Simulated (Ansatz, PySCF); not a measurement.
The pair A = H2O (SMILES O) (first 3 atoms), B = Si2H6 (SMILES [SiH3][SiH3]); geometry from B3LYP-D3(BJ)/def2-TZVP.
(charge 0, multiplicity 1):
```xyz
11

O      0.76909     0.68806     0.74716
H      1.57405     0.16663     0.65640
H      0.17031     0.35820     0.06838
Si    -0.41444    -1.20325     2.98036
Si    -0.40264     1.05231     3.63386
H      0.95857    -1.68698     2.68954
H     -1.24251    -1.40743     1.76529
H     -0.97317    -2.07259     4.04811
H      0.97864     1.58465     3.66135
H     -0.96772     1.18087     5.00288
H     -1.23492     1.86867     2.72120
```

Rows in 6-31G* carry no dispersion term and start afresh at each structure (6-31G* with six Cartesian d functions).

The values were computed with Ansatz (a first-principles code) with Gaussian orbitals; PySCF for 6-31G* rows. Values without a source in brackets are computed.

Total energies (hartree), monomers frozen at their geometry in the pair:

```csv
structure,HF/6-31G*,HF/aug-cc-pV(D+d)Z,PBE/def2-TZVPPD
AB,-657.3186245,-657.3938533,-658.6587499
A in the pair's basis,-76.0133192,-76.0413897,-76.3836041
B in the pair's basis,-581.3035977,-581.3514051,-582.2722926
A,-76.0102081,-76.0410228,-76.3835656
B,-581.3033371,-581.3509513,-582.2722332
```

Question: Work out the interaction energy without and with the counterpoise correction, and the superposition error, for each level.

Answer: 
E(AB) − E(A) − E(B), times 627.509 kcal/mol, with the monomers in their own basis and then in the pair's basis:
- HF/6-31G*: -3.19 uncorrected, -1.07 corrected; the monomers gain 2.12 kcal/mol from borrowed functions
- HF/aug-cc-pV(D+d)Z: -1.18 uncorrected, -0.66 corrected; the monomers gain 0.52 kcal/mol from borrowed functions
- PBE/def2-TZVPPD: -1.85 uncorrected, -1.79 corrected; the monomers gain 0.06 kcal/mol from borrowed functions
